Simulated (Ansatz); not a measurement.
CH$_{8}$ClNOSi$_{2}$ (`CO[SiH2]N[SiH2]Cl`) at its PBE0-D4/def2-TZVP geometry, where that method's forces vanish. Total charge 0; spin multiplicity 1.

```json
{"atom": "C1", "x (Å)": "0.138", "y (Å)": "1.514", "z (Å)": "-2.352"}
{"atom": "O2", "x (Å)": "0.502", "y (Å)": "0.695", "z (Å)": "-1.266"}
{"atom": "Si3", "x (Å)": "-0.456", "y (Å)": "0.471", "z (Å)": "0.046"}
{"atom": "N4", "x (Å)": "0.449", "y (Å)": "-0.317", "z (Å)": "1.274"}
{"atom": "Si5", "x (Å)": "0.283", "y (Å)": "-1.930", "z (Å)": "1.815"}
{"atom": "Cl6", "x (Å)": "-0.883", "y (Å)": "-2.084", "z (Å)": "3.510"}
{"atom": "H7", "x (Å)": "-0.640", "y (Å)": "1.043", "z (Å)": "-2.963"}
{"atom": "H8", "x (Å)": "-0.226", "y (Å)": "2.493", "z (Å)": "-2.018"}
{"atom": "H9", "x (Å)": "1.020", "y (Å)": "1.668", "z (Å)": "-2.976"}
{"atom": "H10", "x (Å)": "-0.929", "y (Å)": "1.807", "z (Å)": "0.499"}
{"atom": "H11", "x (Å)": "-1.610", "y (Å)": "-0.410", "z (Å)": "-0.270"}
{"atom": "H12", "x (Å)": "1.135", "y (Å)": "0.247", "z (Å)": "1.757"}
{"atom": "H13", "x (Å)": "-0.388", "y (Å)": "-2.713", "z (Å)": "0.757"}
{"atom": "H14", "x (Å)": "1.604", "y (Å)": "-2.482", "z (Å)": "2.188"}
```

For each bond, give half the difference of the two atoms' forces along it (eV/Å; positive pushes the atoms apart) under PBE-D4, r2SCAN-D4, B3LYP-D4, ωB97M-V in def2-TZVPP. (Estimate.)

The calculation gave: 
| bond | length (Å) | PBE-D4 | r2SCAN-D4 | B3LYP-D4 | ωB97M-V |
| --- | --- | --- | --- | --- | --- |
| C1–O2 | 1.408 | 0.24 | 0.32 | 0.30 | 0.28 |
| C1–H7 | 1.096 | 0.08 | -0.06 | -0.09 | -0.11 |
| C1–H8 | 1.097 | 0.08 | -0.06 | -0.08 | -0.10 |
| C1–H9 | 1.091 | 0.08 | -0.07 | -0.12 | -0.12 |
| O2–Si3 | 1.640 | 0.26 | -0.03 | 0.04 | 0.04 |
| Si3–N4 | 1.716 | 0.04 | 0.01 | 0.05 | 0.07 |
| Si3–H10 | 1.488 | -0.01 | -0.04 | -0.12 | -0.15 |
| Si3–H11 | 1.486 | -0.01 | -0.03 | -0.10 | -0.14 |
| N4–Si5 | 1.710 | 0.11 | 0.03 | 0.06 | 0.09 |
| N4–H12 | 1.011 | 0.17 | 0.03 | -0.03 | -0.03 |
| Si5–Cl6 | 2.063 | 0.14 | 0.05 | 0.22 | 0.08 |
| Si5–H13 | 1.477 | 0.04 | -0.03 | -0.12 | -0.15 |
| Si5–H14 | 1.479 | 0.04 | -0.04 | -0.14 | -0.17 |

B3LYP here is the variant with VWN-RPA as its local correlation; programs differ in this.

Program: Ansatz 0.2.0.
